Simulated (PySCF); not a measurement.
**Electric field gradients and quadrupole coupling constants**

C4H11BP (charge -1).
Z-matrix (Å and degrees, PBE0-D3(BJ)/def2-SVP geometry), rows numbered from 1:
```
P 
B   1  2.0093
C   2  1.6248  1  108.91
C   3  1.5533  2  120.37  1    72.20
C   4  1.5392  3   89.39  2   141.28
C   5  1.5390  4   87.98  3   -18.71
H   1  1.4380  2  100.37  3  -169.54
H   1  1.4412  2  101.26  3   -75.64
H   2  1.2452  1  104.89  3  -118.81
H   2  1.2447  1  111.72  3   121.91
H   3  1.1089  2  111.38  1   -55.53
H   4  1.1039  3  118.70  2   -96.81
H   4  1.1039  3  110.19  2    28.49
H   5  1.1063  4  118.68  3  -140.57
H   5  1.1042  4  111.29  3    93.41
H   6  1.1045  3  118.59  2    95.94
H   6  1.1038  3  110.26  2   -29.33
```

Field gradients from the PBE0/pcSseg-1 density (PySCF, non-relativistic), principal values in atomic units, ordered |Vxx| ≤ |Vyy| ≤ |Vzz|:

| atom | Vxx | Vyy | Vzz |
| --- | --- | --- | --- |
| B2 | -0.0450 | -0.0585 | 0.1035 |

Question: Find the asymmetry η = (Vxx − Vyy)/Vzz and the couplings χ = eQV/h (234.96 MHz × Q in barn × V in au), with Q(11B) = 0.04059 b.

Answer: 
```json
{"atom": "B2", "environment": "four-coordinate boron", "nucleus": "11B", "η": "0.13", "χzz (MHz)": "0.987", "χxx (MHz)": "-0.429", "χyy (MHz)": "-0.558"}
```

Question: What is Vzz at B2 in SI units (1 au = 9.71736 × 10²¹ V/m²)?

Answer: 0.1035 au = 1.005 × 10²¹ V/m².

Were the hydrogens deuterons (Q(2H) = 0.00286 b), χzz would run from 116 kHz (H8) to 198 kHz (H12 and H16).

The structure is a single PBE0-D3(BJ)/def2-SVP conformer in the gas phase; no vibrational or solvent corrections. The pcSseg-1 basis has no diffuse functions, a weakness for an anion. With a basis this small, the couplings can be 20 % off.
